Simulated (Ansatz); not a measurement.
Consider the isomerisation: `N[SiH]1C=C1S` → `C[SiH2]SC#N`.

Calculated with Ansatz (gas phase, PBE0-D4/def2-TZVP geometries, no zero-point term in ΔE). CCSD(T)/CBS adds triple-zeta CCSD(T) − MP2 to the extrapolated MP2 energy (def2 sets, frozen cores). DFT in def2-TZVPP. One conformer a species, not always the lowest.

Is it downhill or uphill in electronic energy at CCSD(T)/CBS, and by how much? (An estimate is asked.)

Computed: Downhill: ΔE = -100.5 kJ/mol.

What do these levels give: PBE-D4, B2PLYP, HF/def2-TZVPP, CCSD/def2-TZVPP, SCS-MP2/def2-QZVPP, CCSD/CBS(def2)? (Best estimate.)

Ansatz gave: PBE-D4 -91.9, B2PLYP -110.1, HF/def2-TZVPP -120.2, CCSD/def2-TZVPP -111.5, SCS-MP2/def2-QZVPP -113.5, CCSD/CBS(def2) -99.7 kJ/mol.

Largest T1 diagnostic among the species: 0.013.

From PBE to PBE0 (25 % exact exchange), in def2-TZVPP and without D4, ΔE moves by +6.6 kJ/mol. In def2-TZVPP, CCSD(T) changes the Hartree–Fock value by +8.0 kJ/mol (the triples alone add −0.8 kJ/mol) and MP2 by +8.6 kJ/mol.
